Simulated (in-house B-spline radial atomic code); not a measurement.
## Ionising Bi VII (Bi6+) with different functionals

Computed with a radial B-spline atomic code at the basis-set limit: four-component Dirac-Coulomb Hamiltonian, Fermi nucleus of rms radius 5.5211 fm, spin-restricted, spherical fractional occupations for the functionals. The ionisation energy is the difference of two self-consistent energies, [Xe] 4f14 5d9 → [Xe] 4f14 5d8, without Breit or QED terms; ε is the level of the shell that loses the electron (mean over j). The electron is taken from both j subshells in proportion to 2j + 1, so the result is a j average, not the step between ground levels.

Hybrids are left out here: with spherical fractional occupations of an open shell their exact exchange keeps a self-interaction that integer-occupation calculations don't have.

```json
{"method": "LDA VWN5", "rung": "LDA", "ΔSCF (eV)": "?", "-ε(5d) (eV)": "?"}
{"method": "relativistic LDA", "rung": "LDA", "ΔSCF (eV)": "107.51", "-ε(5d) (eV)": "98.43"}
{"method": "LDA PW92", "rung": "LDA", "ΔSCF (eV)": "107.51", "-ε(5d) (eV)": "98.42"}
{"method": "LDA exchange-only", "rung": "LDA", "ΔSCF (eV)": "105.62", "-ε(5d) (eV)": "96.55"}
{"method": "PBE", "rung": "GGA", "ΔSCF (eV)": "107.25", "-ε(5d) (eV)": "98.17"}
{"method": "PBEsol", "rung": "GGA", "ΔSCF (eV)": "?", "-ε(5d) (eV)": "?"}
{"method": "BLYP", "rung": "GGA", "ΔSCF (eV)": "107.02", "-ε(5d) (eV)": "97.94"}
{"method": "RPBE", "rung": "GGA", "ΔSCF (eV)": "107.19", "-ε(5d) (eV)": "98.11"}
{"method": "PW91", "rung": "GGA", "ΔSCF (eV)": "107.34", "-ε(5d) (eV)": "98.25"}
{"method": "BP86", "rung": "GGA", "ΔSCF (eV)": "107.33", "-ε(5d) (eV)": "98.25"}
{"method": "AM05", "rung": "GGA", "ΔSCF (eV)": "107.29", "-ε(5d) (eV)": "98.21"}
{"method": "OLYP", "rung": "GGA", "ΔSCF (eV)": "107.67", "-ε(5d) (eV)": "98.55"}
```

Q: What does LDA VWN5 give?

A: ΔSCF 107.52 eV, and -ε(5d) = 98.43 eV.

Q: What does PBEsol give?

A: ΔSCF 107.27 eV, and -ε(5d) = 98.18 eV.

Q: How do they compare with the NIST value?

A: NIST lists 103 eV ± 2 (tabulated theory, ground level to ground level). Errors run from +2.62 to +4.67 eV. The correlated functionals all miss on the same side by more than they spread, so the cause is common to them (Breit-QED terms, spin polarisation, the choice among j levels, multiplet and fine-structure energies, or a listed next ion that isn't the cheapest removal here) and closeness doesn't rank the functionals.
